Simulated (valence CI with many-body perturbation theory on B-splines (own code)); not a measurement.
A CI+MBPT run for Sb XLVII

Calculated by valence CI with perturbative core correlation (CI+MBPT): three valence electrons over a frozen Dirac-Fock core [He], a basis of 11 s, 11 p, 10 d, 8 f, 5 g, 2 h functions for each j, with the one-electron correlation potential Σ1 (screened to all orders), the two-electron term Σ2, the three-electron term Σ3, Breit, model QED; selected single and double excitations, second order for the rest, scaled by the run's own slope (own B-spline code, finite nucleus).

Command, and the settings that its task file holds:

```sh
python run_cv.py task.json out
```

```
atom Sb  Z=51  mass_number=121  rms_radius_fm=4.6802
core [He]
valence 2s2 2p1
avg = 1
basis = M
breit = 1
cap = 32000
capref = 2000
cscale = 1
de = 0.0
dress = 0
eps = 2e-08
extrap = 1
h = 0.27
hh = 1
l2 = 3
lcore = 6
maxit = 60
n2 = 5
natural = 1
nlev = 150
nno = [5, 5, 5, 4, 2, 1]
nroot = 36
nsp = [6, 6, 5, 4, 3, 1]
pt2 = 1
qed = 1
rpa = 1
s1 = 1
s2 = 1
s3 = 1
screen = 1
tol = 2e-05
whole = 1
```

Roughly how long does this run take on one core of Arm Neoverse N1, and how much memory?

2.2 min on 1 thread of Arm Neoverse N1 (shared host), peak memory 0.79 GiB.

Log. The first blocks belong to the next ion, which gives the ionisation energy. Fields: 2J, parity (1 odd), roots, reference size, generating configurations, candidates as configurations/state functions, variational space P, stored matrix elements, Davidson steps; e2 is the range of second-order energies in hartree. The first line gives the box (bohr), its intervals, the orbitals and the steps of their self-consistent field. Window is the range of levels sought, series limit the energy at which the first omitted orbital would enter, core excitation an estimate of the first excitation out of the core, left out the lowest levels not solved, and shifts from estimates the range by which levels moved from their first estimate, all in cm⁻¹.

```
rmax 3.2 intervals 58 orbitals 83 references ['2s2 2p', '2s 2p2', '2p3'] scf 2 t 0.7
2J=0 par=0 roots 2 ref 20 generators 3 cand 396/396 P 372/372 nnz 0 it 0
2J=0 par=0 roots 2 ref 20 generators 3 cand 44/44 P 391/391 nnz 0 it 0
   second order: generators 5 cand 25/25 e2 -0.00000 -0.00000
2J=0 par=1 roots 2 ref 17 generators 3 cand 344/344 P 320/320 nnz 0 it 0
2J=0 par=1 roots 2 ref 17 generators 5 cand 41/41 P 342/342 nnz 0 it 0
   second order: generators 6 cand 19/19 e2 -0.00000 -0.00000
2J=2 par=1 roots 2 ref 40 generators 2 cand 922/922 P 782/782 nnz 0 it 0
2J=2 par=1 roots 2 ref 40 generators 2 cand 180/180 P 881/881 nnz 0 it 0
   second order: generators 5 cand 81/81 e2 -0.00000 -0.00000
reference levels 1013, estimated 767, window 51294387 1/cm; series limit 60517747, core excitation 214980824
2J=1 par=1 roots 26 ref 80 generators 23 cand 10481/15962 P 4964/7165 nnz 4.4e+06 it 5
2J=1 par=1 roots 26 ref 80 generators 25 cand 9642/14687 P 9252/13828 nnz 1.4e+07 it 7
   second order: generators 38 cand 7953/12214 e2 -0.00002 -0.00000
2J=1 par=0 roots 28 ref 82 generators 25 cand 10673/16340 P 4899/7170 nnz 4.4e+06 it 4
2J=1 par=0 roots 28 ref 82 generators 27 cand 10750/16421 P 9509/14391 nnz 1.6e+07 it 6
   second order: generators 43 cand 7552/11335 e2 -0.00002 -0.00000
2J=3 par=1 roots 35 ref 122 generators 26 cand 14511/30493 P 3599/7225 nnz 5.4e+06 it 5
2J=3 par=1 roots 35 ref 122 generators 28 cand 14657/31039 P 10045/21535 nnz 3.7e+07 it 7
   second order: generators 42 cand 9343/19824 e2 -0.00002 -0.00000
2J=3 par=0 roots 35 ref 120 generators 25 cand 15695/33713 P 3564/7223 nnz 5.3e+06 it 5
2J=3 par=0 roots 35 ref 120 generators 28 cand 15868/34711 P 10618/22989 nnz 4.1e+07 it 8
   second order: generators 43 cand 8814/18945 e2 -0.00003 -0.00000
2J=5 par=0 roots 29 ref 121 generators 24 cand 17063/42419 P 3357/7224 nnz 5.5e+06 it 5
2J=5 par=0 roots 29 ref 121 generators 26 cand 17350/43397 P 10393/25252 nnz 5.2e+07 it 7
   second order: generators 41 cand 10314/25369 e2 -0.00003 -0.00000
2J=5 par=1 roots 24 ref 116 generators 20 cand 17022/41408 P 3378/7216 nnz 5.4e+06 it 5
2J=5 par=1 roots 24 ref 116 generators 20 cand 16137/39347 P 9474/22596 nnz 4.3e+07 it 7
   second order: generators 35 cand 14562/38986 e2 -0.00002 -0.00000
2J=7 par=1 roots 12 ref 92 generators 12 cand 12323/34332 P 3308/7183 nnz 5.3e+06 it 5
...
2J=9 par=0 roots 6 ref 60 generators 6 cand 7242/21679 P 5214/12786 nnz 1.8e+07 it 5
   second order: generators 12 cand 9258/27693 e2 -0.00002 -0.00001
2J=11 par=0 roots 2 ref 26 generators 2 cand 4330/12099 P 2264/5051 nnz 2.9e+06 it 4
2J=11 par=0 roots 2 ref 26 generators 2 cand 3270/9573 P 2832/6580 nnz 5.3e+06 it 4
   second order: generators 4 cand 3561/10055 e2 -0.00001 -0.00001
2J=11 par=1 roots 1 ref 29 generators 2 cand 2846/7362 P 2081/4637 nnz 3.2e+06 it 4
2J=11 par=1 roots 1 ref 29 generators 3 cand 4021/11453 P 2444/5563 nnz 4.8e+06 it 4
   second order: generators 3 cand 3658/10527 e2 -0.00001 -0.00001
left out: unestimated 60586890, estimated 53980431, shifts from estimates -11 to 73
operators 0.3
```

The Davidson iterations converged.

The last digits are not significant, and no measured levels were compared; by estimate large intervals hold to a few tenths of a per cent, small ones and those within an open d or f shell to about a per cent.

```yaml
Valence_energy: -928.6555 hartree
Ionisation_energy: "8135.7 eV (NIST: 8140 ± 4 eV (theoretical))"
Reference_configurations_for_the_orbitals: 2s2 2p, 2s 2p2, 2p3
Radial_orbitals: 83
Box_radius: 3.177 bohr
Largest_variational_space: 25252
Lowest_levels: (2s^2 2p1/2) J=1/2 0.000, (2s 2p1/2^2) J=1/2 11.006, (2s^2 2p3/2) J=3/2 20.497, (2s 2p1/2 2p3/2) J=3/2 [a] 28.194, (2s 2p1/2 2p3/2) J=5/2 30.387, (2s 2p1/2 2p3/2) J=3/2 [b] 33.840, (2s 2p1/2 2p3/2) J=1/2 33.927, (2p1/2^2 2p3/2) J=3/2 45.730, (2s 2p3/2^2) J=5/2 50.032, (2s 2p3/2^2) J=1/2 55.094, (2s 2p3/2^2) J=3/2 55.174, (2p1/2 2p3/2^2) J=3/2 64.079, (2p1/2 2p3/2^2) J=5/2 65.460, (2p1/2 2p3/2^2) J=1/2 68.100 Ry
```

Levels are named by their leading jj configuration (3d3/2^4 stands for four electrons in 3d with j = 3/2), which in mixed levels can hold well under half, so a name can repeat and another be missing. Letters in brackets count levels of one name in rising energy.
